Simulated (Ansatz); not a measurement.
Harmonic vibrations of MoO₂⁺ by finite differences.

```yaml
crystal:
  periodic: [false, false, false]
  atoms:
    - {symbol: Mo, position_ang: [-0.248506, -0.613127, 0.037282]}
    - {symbol: O, position_ang: [-1.076023, 0.802755, 0.141029]}
    - {symbol: O, position_ang: [1.324529, -0.189628, -0.178300]}
basis:
  gaussian: {orbitals: def2-TZVP}
total_charge: 1
magnetization: {spin_polarized: true, initial_magnetization: 1}
hamiltonian: {xc: pbe0, dispersion: d4}
scf: {omitted_lower_state_checks: [starts]}
phonons: {temperatures: {t_min: 298.15, t_max: 900, t_step: 200}}
```

```sh
$ ansatz run in.yaml --threads 4 --pin off --events-out ev --progress --plain --max-ram 3916MiB
```

Shortened log:

```
Functional definition: PBE0
mean field -5938.56967358 eV, -218.2384101971 hartree, gradient 1.3e-5 eV, S^2 0.763927; 0 other end points of the search recorded, 0 dependent functions left out
mean field -5938.56951318 eV, -218.2384043023 hartree, gradient 1.5e-6 eV, S^2 0.763763; 0 other end points of the search recorded, 0 dependent functions left out
mean field -5938.56956855 eV, -218.2384063371 hartree, gradient 1.3e-6 eV, S^2 0.764096; 0 other end points of the search recorded, 0 dependent functions left out
mean field -5938.56960903 eV, -218.2384078249 hartree, gradient 1.3e-6 eV, S^2 0.763821; 0 other end points of the search recorded, 0 dependent functions left out
mean field -5938.56963258 eV, -218.2384086903 hartree, gradient 1.4e-6 eV, S^2 0.764034; 0 other end points of the search recorded, 0 dependent functions left out
mean field -5938.56958095 eV, -218.2384067930 hartree, gradient 1.6e-6 eV, S^2 0.763787; 0 other end points of the search recorded, 0 dependent functions left out
mean field -5938.56962383 eV, -218.2384083687 hartree, gradient 1.3e-6 eV, S^2 0.764069; 0 other end points of the search recorded, 0 dependent functions left out
Total energy: -5938.60985586 eV, -218.2398868683 hartree
Atom 0 at    -0.248506    -0.613127     0.037282 Å, force    -0.004871    -0.012017     0.000730 eV/Å
Atom 1 at    -1.076023     0.802755     0.141029 Å, force    -0.000993     0.007426     0.000091 eV/Å
Atom 2 at     1.324529    -0.189628    -0.178300 Å, force     0.005863     0.004591    -0.000821 eV/Å
Dipole moment:    -0.409061    -1.009256     0.061363 e Å
Vibrations: 371.75 1044.41 1120.48 cm⁻¹, zero-point energy 0.157252 eV
Checks for a lower state left out: starts
```

It took 8.5 s on 4 threads of Arm Neoverse V1 on a shared host.

In the def2 sets Mo takes a core potential; there is no spin–orbit coupling. The structure comes from a short search, and lower isomers may exist.
